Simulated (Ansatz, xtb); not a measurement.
Two isomers of C5H5ClFN

We compare X, `Cn1ccc(F)c1Cl`, a singlet, with Y, `Cc1c[nH]c(F)c1Cl`, a singlet. Both are isolated molecules in the gas phase, relaxed with r2SCAN-D4/def2-SVP.

Problem. Estimate E(Y) − E(X) at the level CCSD(T)/def2-SVP + ΔMP2/def2-TZVPP.

Solution. Calculated at CCSD(T)/def2-SVP + ΔMP2/def2-TZVPP: E(Y) − E(X) = −0.265 eV, so structure Y lies lower.

Level by level:

```csv
level,geometry,E(Y) − E(X) (eV),departure from the last row (eV),"job, with rough time for the two"
GFN2-xTB,GFN2-xTB,+0.029,+0.294,"optimisation, 0.14 s"
HF/STO-3G,GFN2-xTB,−0.237,+0.028,"single point, 0.42 s"
r2SCAN-D4/def2-SVP//GFN2-xTB,GFN2-xTB,−0.287,−0.021,"single point, 4.7 s"
r2SCAN-D4/def2-SVP,r2SCAN-D4/def2-SVP,−0.284,−0.018,"optimisation, 28 s"
HF/def2-SVP,r2SCAN-D4/def2-SVP,−0.319,−0.054,part of the CCSD(T) run
MP2/def2-SVP,r2SCAN-D4/def2-SVP,−0.281,−0.016,part of the CCSD(T) run
CCSD(T)/def2-SVP,r2SCAN-D4/def2-SVP,−0.281,−0.016,single point
CCSD(T)/def2-SVP + ΔMP2/def2-TZVPP,r2SCAN-D4/def2-SVP,−0.265,,"single point, 91 s"
```

As drawn, Y has 1 C–C, 1 N–H in place of 1 C–N, 1 C–H.

GFN2-xTB puts the two in the other order. The largest departure from CCSD(T)/def2-SVP + ΔMP2/def2-TZVPP is that of GFN2-xTB, 0.294 eV. The last row adds to CCSD(T) the change of the MP2 difference between the two basis sets, here +0.016 eV.

With thermal terms from frequencies at re-optimised GFN2-xTB minima (ideal gas, soft modes damped towards free rotors, one conformer each, 298.15 K, 1 atm): on the last row, ΔE + ΔZPE = −0.265, ΔH = −0.262, ΔG = −0.267 eV.

The correlated steps freeze 12 core orbitals. Run with Ansatz 0.2.0, xtb 6.7.1; the last row on 4 threads of Arm Neoverse V1 on a shared host.
